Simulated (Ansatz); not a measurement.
**Worked example: KBr + C2H5Br → CH3K + CH2Br2**

Species: KBr, singlet; C2H5Br (bromoethane) `CCBr`, singlet; CH3K `[CH3][K]`, singlet; CH2Br2 (dibromomethane) `BrCBr`, singlet. The partners trade Br for CH3: K–Br and C–CH3 bonds give way to K–CH3 and C–Br.

Shapes, held fixed at every level: PBE0-D4/def2-TZVP. Programs: Ansatz 0.2.0. The zero-point and thermal change to 298 K, harmonic and unscaled (PBE0-D4/def2-TZVP), is -14.9 kJ/mol.

At CCSD(T)/def2-TZVPP; 1 Eh = 2625.50 kJ/mol:

| species | energy (Eh) |
| --- | --- |
| KBr | -3172.127845 |
| C2H5Br | -2651.785490 |
| CH3K | -639.129411 |
| CH2Br2 | -5184.644088 |

**Question.** Work out ΔH(298 K) of the reaction at this level.

**Answer.** 
1. Products less reactants: (-639.129411) + (-5184.644088) − [(-3172.127845) + (-2651.785490)] = 0.139836 Eh = +367.1 kJ/mol.
2. With the thermal change: +367.1 + (-14.9) = +352.2 kJ/mol.

Other levels give +326.3 (PBE-D4/def2-TZVPP) to +361.2 kJ/mol (CCSD/def2-TZVPP). No measured value is set beside it here. Relativity is left out for Br. Outer-core shells of Br, K are correlated in most correlated rows, in sets that cover them unevenly.
